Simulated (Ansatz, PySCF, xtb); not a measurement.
Process, species as SMILES: CCC[SiH]([SiH3])[SiH3] + 5 [H][H] (H2) → 3 C (CH4) + 3 [SiH4] (SiH4)
Structures are relaxed separately at B3LYP-D3(BJ)/def2-TZVP in Ansatz (a program for electronic structure), one conformer each, not searched for the lowest.

Wanted: energy of full hydrogenation (enthalpy at 298 K, with B3LYP-D3(BJ) rigid-rotor harmonic-oscillator terms from PySCF), in eV. Correlated levels leave the core frozen unless marked. Spin-orbit coupling is left out. No relativistic terms. Basis-set limits of correlation are two-point, X^-3; Hartree-Fock from the larger set. The bracket is a focal-point correction in the basis named.

```
level                       program  energy of full hydrogenation (eV)
-------------------  --------------  ---------------------------------
GFN2-xTB                        xtb                              -4.64
PBE-D4/def2-TZVPD    Ansatz + dftd4                              -1.24
r2SCAN/def2-TZVPD            Ansatz                              -1.57
B3LYP-D4/def2-TZVPD  Ansatz + dftd4                              -1.71
PBE0/def2-TZVP               Ansatz                              -1.73
BHLYP/def2-TZVPD             Ansatz                              -2.41
r2SCAN0/def2-TZVPD           Ansatz                              -1.73
```

Question: Predict the RI-MP2/CBS(aug-cc-pV(T+d)Z,aug-cc-pV(Q+d)Z)+[CCSD(T)-MP2]/aug-cc-pV(T+d)Z result (Ansatz).

Answer: -1.60 eV
